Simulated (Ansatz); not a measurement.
Isomers of Ga2Te3 (singlet), relaxed with r2SCAN-D4/def2-SVP; total energies from Ansatz at r2SCAN0-D4/def2-TZVP.

```json
{"isomer": "A", "description": "point group C2v; 6 × Ga–Te 2.96 to 3.11 Å; 2 × Te–Te 2.78 Å", "energy (Eh)": "-4654.10377"}
{"isomer": "B", "description": "point group Cs; 5 × Ga–Te 2.44 to 2.78 Å; 1 × Te–Te 2.98 Å", "energy (Eh)": "-4654.12544"}
{"isomer": "C", "description": "point group Cs; 4 × Ga–Te 2.42 to 3.08 Å; 1 × Te–Te 2.85 Å", "energy (Eh)": "-4654.11174"}
```

In the def2 sets Te takes a core potential; there is no spin–orbit coupling.

The isomers come from a short search, and lower ones may exist.

Q: Work out the relative energies (1 Eh = 2625.5 kJ/mol) and the Boltzmann populations at 800 K from electronic energies alone (R = 8.314 J/mol/K).

A: ΔE: A 56.9, B 0.0, C 36.0 kJ/mol. RT = 6.65 kJ/mol. Factors exp(−ΔE/RT): A 0.000192, B 1, C 0.00446; sum 1.005. Populations: A 0.0 %, B 99.5 %, C 0.4 %. Zero-point energy, vibrational entropy and symmetry numbers are left out and can shift these; an error of 4 kJ/mol changes a ratio by a factor of 1.8. Over the other density-functional and correlated levels in def2 sets, the gap between B and C ranges from 29 to 38 kJ/mol.
